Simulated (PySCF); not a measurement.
Input of a run (PBE0-D3(BJ)/def2-SVP geometry optimisation, gas phase (PySCF 2.14.0)), started from GFN2-xTB:
```
{"job": {"xc": "PBE0", "basis": "def2-SVP", "d3": "d3bj", "grid": 1, "shake": 0.01, "kind": "geom"}, "charge": -1, "multiplicity": 1}
O     -1.869130    -2.121320     0.164070
S     -2.178820    -0.738410    -0.278920
O     -3.389280    -0.168670     0.331830
O     -2.057220    -0.533620    -1.715860
C     -0.779340     0.262900     0.444070
C     -1.314350     1.657640     0.659720
F     -0.608550     2.347630     1.637490
F     -1.190590     2.448130    -0.440610
C      0.403360     0.168710    -0.453520
C      0.910100    -1.279620    -0.645330
C      2.230050    -0.902820     0.033870
C      1.783190     0.563130     0.121870
H     -0.625470    -0.180590     1.414970
H     -2.382440     1.621620     0.972050
H      0.139570     0.647210    -1.408660
H      1.011630    -1.556300    -1.690180
H      0.299950    -2.002910    -0.148240
H      3.121340    -1.054420    -0.576080
H      2.388110    -1.382000     0.996140
H      1.709250     0.977900     1.128310
H      2.327460     1.248070    -0.523960
```

Output (energies in Eh, forces in Eh/bohr):
```
step   0  E = -1056.15952786  max force = 0.023078
step   1  E = -1056.16470953  max force = 0.006068
step   2  E = -1056.16501729  max force = 0.002610
step   3  E = -1056.16512908  max force = 0.001363
step   4  E = -1056.16513512  max force = 0.001151
step   5  E = -1056.16514502  max force = 0.000593
step   6  E = -1056.16514893  max force = 0.000920
step   7  E = -1056.16515057  max force = 0.000641
step   8  E = -1056.16515128  max force = 0.000175
optimisation converged
```

Summarise the run.

The energy falls by 0.153 eV over 9 energy and gradient evaluations, the largest force component goes from 0.0231 to 1.7e-04 Eh/bohr, and the atoms move by 0.089 Å rms after alignment. The bond that changes most is C10–H17 (four-membered-ring carbon to methylene hydrogen), which lengthens by 0.030 Å. Bonds longer at the end by more than 0.005 Å: 13 of 21; shorter: 3. Among the angles that change most is S2–C5–C6, from 106.6° to 110.3°. The energy never rose by more than 1e-6 Eh on the way. The first step brought 92 % of the lowering.

What are the final bond lengths?

O1=S2 1.481 Å, S2=O3 1.481 Å, S2–O4 1.476 Å, S2–C5 1.852 Å, C5–C6 1.509 Å, C6–F7 1.375 Å, C6–F8 1.356 Å, C5–C9 1.515 Å, C9–C10 1.547 Å, C10–C11 1.543 Å, C11–C12 1.543 Å, C9–C12 1.552 Å, C5–H13 1.102 Å, C6–H14 1.100 Å, C9–H15 1.098 Å, C10–H16 1.099 Å, C10–H17 1.099 Å, C11–H18 1.102 Å, C11–H19 1.102 Å, C12–H20 1.099 Å, C12–H21 1.101 Å. Numbering counts from 1 in the input's order; the species is `O=S(=O)([O-])[C@H](C(F)F)C1CCC1`.

The run used 217 basis functions and 62 SCF cycles in all.

PBE0-D3(BJ)/def2-SVP frequencies: not computed here.

Conformer computed: `[O:1]=[S:2](=[O:3])([O-:4])[C@H:5]([CH:6]([F:7])[F:8])[CH:9]1[CH2:10][CH2:11][CH2:12]1`: O1–S2–C5–C6 -152°, S2–C5–C6–F7 161°, S2–C5–C9–C10 -58°.

One conformer stands for the species.
